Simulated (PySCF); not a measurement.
1,1-difluoropropan-2-one (C3H4F2O), SMILES CC(=O)C(F)F. Heavy atoms are numbered as in [CH3:1][C:2](=[O:3])[CH:4]([F:5])[F:6]. Hydrogens are named by the atom that carries them.

Geometry optimised at B3LYP-D3(BJ)/def2-SVP. One conformer was computed; it need not be the lowest.

The numbers are results of PySCF with KT2/pcSseg-1, not measurements.

GIAO shieldings, no solvent; atoms alike by connectivity are averaged. δ = σ(ref) − σ: ¹³C against TMS (σ = 185.1 ppm); ¹⁷O against H2O (σ = 330.4 ppm); ¹⁹F against CFCl3 (σ = 127.1 ppm); ¹H against TMS (σ = 31.47 ppm), references at their B3LYP-D3(BJ)/def2-TZVP geometries, non-relativistic.

```
atoms     nucleus  count  δ (ppm)
--------  -------  -----  -------
C2            ¹³C      1    194.0
C4 (CH)       ¹³C      1    119.1
C1 (CH3)      ¹³C      1      [?]
O3            ¹⁷O      1    638.9
F5            ¹⁹F      2   -163.8
H on C4        ¹H      1      [?]
H on C1        ¹H      3      [?]
```

Some entries are withheld; supply them. (Estimate from the structure and the level; the computed values follow.)


- H on C4, δ (ppm): 5.70
- H on C1, δ (ppm): 2.60
- C1 (CH3), δ (ppm): 24.3
